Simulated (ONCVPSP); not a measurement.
# Ca: ONCV pseudisation with PBEsol, scalar-relativistic reference atom.

ONCVPSP 4.0.1 was run on this input:

```
# ATOM AND REFERENCE CONFIGURATION
# atsym  z   nc   nv     iexc    psfile
  Ca 20.00    3    4  -116133      upf
#
#   n    l    f
    1    0    2.00
    2    0    2.00
    2    1    6.00
    3    0    2.00
    3    1    6.00
    3    2    0.50
    4    0    1.50
#
# PSEUDOPOTENTIAL AND OPTIMIZATION
# lmax
    2
#
#   l,   rc,      ep,       ncon, nbas, qcut
    0    2.15    0.00    4    8    4.40
    1    1.75    0.00    4    8    8.40
    2    2.05    0.00    3    8    7.30
#
# LOCAL POTENTIAL
# lloc, lpopt,  rc(5),   dvloc0
    4    5    1.30    0.00
#
# VANDERBILT-KLEINMAN-BYLANDER PROJECTORs
# l, nproj, debl
    0    2    1.60
    1    2    1.60
    2    2    3.90
#
# MODEL CORE CHARGE
# icmod, fcfact, rcfact
    0    0.00    0.00
#
# LOG DERIVATIVE ANALYSIS
# epsh1, epsh2, depsh
   -3.00    5.00    0.02
#
# OUTPUT GRID
# rlmax, drl
    6.00    0.01
#
# TEST CONFIGURATIONS
# ncnf
    4
# nvcnf
#   n    l    f
    4
    3    0    2.00
    3    1    6.00
    3    2    0.00
    4    0    2.00
#
    4
    3    0    2.00
    3    1    6.00
    3    2    0.00
    4    0    1.00
#
    4
    3    0    2.00
    3    1    6.00
    3    2    0.00
    4    0    0.00
#
    4
    3    0    2.00
    3    1    6.00
    3    2    1.00
    4    0    1.00
#
```

Command:

```bash
oncvpsp.x < Ca.dat > Ca.out
```

The program printed (shortened: citation, most of the input echo, consistency checks and plot data are left out):

```
ONCVPSP  (Optimized Norm-Conservinng Vanderbilt PSeudopotential)
scalar-relativistic version 4.0.1

#   n    l    f        energy (Ha)
    1    0    2.00    -1.4488975E+02
    2    0    2.00    -1.5142849E+01
    2    1    6.00    -1.2229972E+01
    3    0    2.00    -1.6706110E+00
    3    1    6.00    -9.7543513E-01
    3    2    0.50    -4.0658349E-02
    4    0    1.50    -1.2621159E-01

Reference configufation results
  iterations    25
  all-electron total energy (Ha)   -6.79429758D+02

Begin loop to  construct optimized pseudo wave functions
and semi-local pseudopoentials for all angular momenta

Calculating optimized projector #   1

 for l=   0

    Fraction of norm inside rc  0.971602
    Optimizing pswf for qcut=   4.41 a_B^-1,  ecut=   9.70 Ha
    Residual kinetic energy error=  6.41D-06 Ha

    Energy error per electron        Cutoff
         Ha          eV             Ha
         0.01000     0.27211        4.18
         0.00100     0.02721        5.63
         0.00010     0.00272        6.88
         0.00001     0.00027        8.45

Calculating optimized projector #   2

 for l=   0

    Fraction of norm inside rc  0.061732
    Optimizing pswf for qcut=   4.41 a_B^-1,  ecut=   9.70 Ha
    Residual kinetic energy error=  3.18D-05 Ha

    Energy error per electron        Cutoff
         Ha          eV             Ha
         0.01000     0.27211        2.88
         0.00100     0.02721        4.41
         0.00010     0.00272        5.93
         0.00001     0.00027       18.58

   Wellstate for l =  1  n =  5
     eigenvalue =   0.6246
     asymptotic potential =   1.1246
     half-point radius =  6.0597

Calculating optimized projector #   1

 for l=   1

    Fraction of norm inside rc  0.829138
    Optimizing pswf for qcut=   8.40 a_B^-1,  ecut=  35.27 Ha
    Residual kinetic energy error=  5.24D-09 Ha

    Energy error per electron        Cutoff
         Ha          eV             Ha
         0.01000     0.27211       11.11
         0.00100     0.02721       15.10
         0.00010     0.00272       18.62
         0.00001     0.00027       21.73

Calculating optimized projector #   2

 for l=   1

    Fraction of norm inside rc  0.055899
    Optimizing pswf for qcut=   8.40 a_B^-1,  ecut=  35.27 Ha
    Residual kinetic energy error=  1.32D-08 Ha

    Energy error per electron        Cutoff
         Ha          eV             Ha
         0.01000     0.27211        8.73
         0.00100     0.02721       12.76
         0.00010     0.00272       16.21
         0.00001     0.00027       19.07

   Wellstate for l =  2  n =  6
     eigenvalue =   3.8593
     asymptotic potential =   4.3593
     half-point radius =  3.6766

Calculating optimized projector #   1

 for l=   2

    Fraction of norm inside rc  0.435147
    Optimizing pswf for qcut=   7.31 a_B^-1,  ecut=  26.71 Ha
    Residual kinetic energy error=  8.34D-06 Ha

    Energy error per electron        Cutoff
         Ha          eV             Ha
         0.01000     0.27211       14.37
         0.00100     0.02721       18.39
         0.00010     0.00272       21.78
         0.00001     0.00027       26.62

Calculating optimized projector #   2

 for l=   2

    Fraction of norm inside rc  0.181423
    Optimizing pswf for qcut=   7.31 a_B^-1,  ecut=  26.71 Ha
    Residual kinetic energy error=  1.22D-04 Ha

    Energy error per electron        Cutoff
         Ha          eV             Ha
         0.01000     0.27211       20.45
         0.00100     0.02721       23.84
         0.00010     0.00272       27.77
         0.00001     0.00027       84.16

Construct Vanderbilt / Kleinmman-Bylander projectors

B matrix Hermiticity error, ll=   0
   1   2    6.8181E-05

  Orthonormal projector coefficients  4.6187E+00  7.3799E-01

B matrix Hermiticity error, ll=   1
   1   2   -8.6876E-05

  Orthonormal projector coefficients  2.4385E+00  3.9499E-01

B matrix Hermiticity error, ll=   2
   1   2    3.8642E-05

  Orthonormal projector coefficients -2.5425E+00 -9.1647E-01

Pseudoatom total energy  -36.944555

Diagnostic tests using Vanderbilt-Kleinman-Bylander pseudopotentials
  1 or more projectors used as specified by nproj input data

   l    rcore       rmatch      e in        delta e   norm test  slope test

   0   2.1582581   2.2237875  -1.6706110   0.0000008   1.0000876   1.0000777
   0   2.1582581   2.2237875  -0.1262116   0.0000007   1.0000129   1.0000101

   1   1.7505481   1.8036985  -0.9754351  -0.0000022   1.0000676   1.0000776
   1   1.7505481   1.8036985   0.6245649   0.0000112   1.0001699   1.0001699

   2   2.0574038   2.1198710  -0.0406583  -0.0000061   0.9999746   0.9998370
   2   2.0574038   2.1198710   3.8593417  -0.0000977   0.9999821   0.9999821

 Testing for bound ghosts
   n   l    E NL Schr. Eq   E Basis Diag.   E Cutoff

   1   0       -1.670610       -1.670610     56.82
   2   0       -0.126211       -0.090491     56.82

   2   1       -0.975437       -0.975352     98.92

   3   2       -0.040664       -0.026388     81.21

 Testing for highly-localized positive-energy ghosts
       l    <radius>/rc     E Basis Diag.   E Cutoff

Test configuration 0

   n   l     f        eae           eps        diff
   1   0  2.0000 -144.88974795
   2   0  2.0000  -15.14284934
   2   1  6.0000  -12.22997200
   3   0  2.0000   -1.67061105   -1.67061021    8.32D-07
   3   1  6.0000   -0.97543513   -0.97543728   -2.15D-06
   3   2  0.5000   -0.04065835   -0.04066446   -6.11D-06
   4   0  1.5000   -0.12621159   -0.12621093    6.60D-07

    Total energies and differences
      AE_ref= -6.79429758D+02  AE_tst= -6.79429758D+02  dif=  0.00D+00
      PS_ref= -3.69445547D+01  PS_tst= -3.69445547D+01  dif= -7.11D-14
      PSP excitation error=  7.11D-14

Test configuration 1

   n   l     f        eae           eps        diff
   1   0  2.0000 -144.94121117
   2   0  2.0000  -15.20549423
   2   1  6.0000  -12.29157062
   3   0  2.0000   -1.72567256   -1.72373533    1.94D-03
   3   1  6.0000   -1.02712328   -1.02567729    1.45D-03
   4   0  2.0000   -0.13835527   -0.13832052    3.47D-05

    Total energies and differences
      AE_ref= -6.79429758D+02  AE_tst= -6.79468298D+02  dif= -3.85D-02
      PS_ref= -3.69445547D+01  PS_tst= -3.69832620D+01  dif= -3.87D-02
      PSP excitation error=  1.68D-04

Test configuration 2

   n   l     f        eae           eps        diff
   1   0  2.0000 -145.20011175
   2   0  2.0000  -15.46319522
   2   1  6.0000  -12.54936645
   3   0  2.0000   -1.97976887   -1.97825873    1.51D-03
   3   1  6.0000   -1.28010945   -1.27868527    1.42D-03
   4   0  1.0000   -0.32864305   -0.32858581    5.72D-05

    Total energies and differences
      AE_ref= -6.79429758D+02  AE_tst= -6.79236581D+02  dif=  1.93D-01
      PS_ref= -3.69445547D+01  PS_tst= -3.67515860D+01  dif=  1.93D-01
      PSP excitation error=  2.09D-04

Test configuration 3

psatom: WARNING lschvkbb convergence error n,l,iter=   3   2   3
ea(ii),et,emin,emax -4.066446E-02 -4.473090E-02 -4.473090E-02 -4.473090E-02
run_config: WARNING for fully non-local PS atom, stg. 1
 WARNING no output for configuration 4

Test configuration 4

   n   l     f        eae           eps        diff
   1   0  2.0000 -144.86441656
   2   0  2.0000  -15.10994108
   2   1  6.0000  -12.19777971
   3   0  2.0000   -1.64121471   -1.64203744   -8.23D-04
   3   1  6.0000   -0.94816345   -0.94857656   -4.13D-04
   3   2  1.0000   -0.02761458   -0.02764410   -2.95D-05
   4   0  1.0000   -0.12143397   -0.12133155    1.02D-04

    Total energies and differences
      AE_ref= -6.79429758D+02  AE_tst= -6.79384673D+02  dif=  4.51D-02
      PS_ref= -3.69445547D+01  PS_tst= -3.68994376D+01  dif=  4.51D-02
      PSP excitation error= -3.21D-05
```

The run took about 5 s on one core of a shared server CPU.
